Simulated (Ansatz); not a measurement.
The same path of F2H2Si + H4Si (10 atoms, charge 0, multiplicity 1) was run 3 times with different band settings. Lost on the way: Si1–F2, Si6–H10. Made: Si1–Si6, F2–H10.

All numbers below come from Ansatz 0.2.0, RKS BHLYP/def2-SVP.

Relaxed end points:

```xyz
10
Properties=species:S:1:pos:R:3
Si 0.782 -0.129 -0.280
F 1.045 -0.077 1.298
H 1.740 0.755 -0.950
F -0.696 0.445 -0.532
H 0.822 -1.525 -0.722
Si -3.167 0.138 1.424
H -3.389 -0.760 0.268
H -4.278 -0.042 2.389
H -3.141 1.546 0.974
H -1.891 -0.206 2.090
```

```xyz
10
Properties=species:S:1:pos:R:3
Si -0.413 -0.142 -0.420
F -0.006 0.187 2.414
H 0.544 0.956 -0.192
F -0.672 -0.225 -2.024
H 0.173 -1.437 -0.013
Si -2.481 0.238 0.625
H -3.608 -0.063 -0.290
H -2.611 -0.655 1.810
H -2.597 1.641 1.089
H -0.504 -0.355 2.959
```

Common settings: optimiser quadratic models (default); start path through a guess of the saddle point; force threshold 0.03 eV/Å; end points relaxed.

| run | movable images | climbing image | spring | iteration limit |
| --- | --- | --- | --- | --- |
| 1 | 7 | yes | 5.0 eV/Å² | 45 |
| 2 | 7 | yes | 0.1 eV/Å² | 60 |
| 3 | 1 | no | 5.0 eV/Å² | 60 |

Q: What does each run give, and how far can it be trusted?

A: Run 1: converged after 22 iterations, highest image 3.292 eV above the first end. Neighbouring images differ by up to 1.7 eV, so the band resolves the path poorly. A vibrational analysis at the climbing image gives one clearly imaginary mode, 1360i cm⁻¹: a first-order saddle point.
Run 2: converged after 23 iterations, highest image 3.292 eV above the first end. Neighbouring images differ by up to 2.0 eV, so the band resolves the path poorly. Another band between the same ends (7 images) ends at a top of the same energy, where a vibrational analysis finds 1 clearly imaginary mode.
Run 3: converged after 19 iterations, highest image 1.779 eV above the first end. Neighbouring images differ by up to 1.8 eV, so the band resolves the path poorly. No image climbed, so the highest image needn't sit at the top of the path. A band with more images between the same ends climbed to 3.29 eV, so this one has probably stepped over the top. So few images can step over the top or miss a turn of the path.
The orbitals stay closed-shell, which can raise the energy where a bond breaks towards radicals; this wasn't checked here.
